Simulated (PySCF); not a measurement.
C2H3O2, charge -1, multiplicity 1.

```xyz
7

C     -1.3290    -0.2733    -0.0168
C      0.2051     0.0362    -0.0012
O      0.9806    -0.9632    -0.0490
O      0.5040     1.2647     0.0668
H     -1.7745     0.0338     0.9527
H     -1.5295    -1.3503    -0.1824
H     -1.8288     0.3275    -0.8044
```
Charge -1, spin multiplicity 1.

The structure is a stationary point at PBE-D3(BJ)/def2-SVPD. The spin state was assumed, not searched. The isomer is the one that the SMILES or the coordinates give; other isomers of the formula were not compared.

Level of theory: B3LYP/pcSseg-2 in PySCF. Non-relativistic, no solvent.

Task: Give the absolute GIAO shielding of each atom: isotropic value and principal components (ppm). (The exact figures need the calculation; the answer reports its results.)

Result: 
```tsv
atom	σ(iso)	σ11	σ22	σ33	span
C1	150.4	113.1	155.4	182.8	69.7
C2	-3.5	-97.1	32.0	54.6	151.7
O3	-49.7	-272.7	-65.7	189.3	462.0
O4	-22.3	-247.9	-39.4	220.5	468.3
H5	29.5	27.5	29.1	31.9	4.3
H6	30.0	26.6	29.7	33.7	7.1
H7	29.6	27.2	29.4	32.3	5.2
```
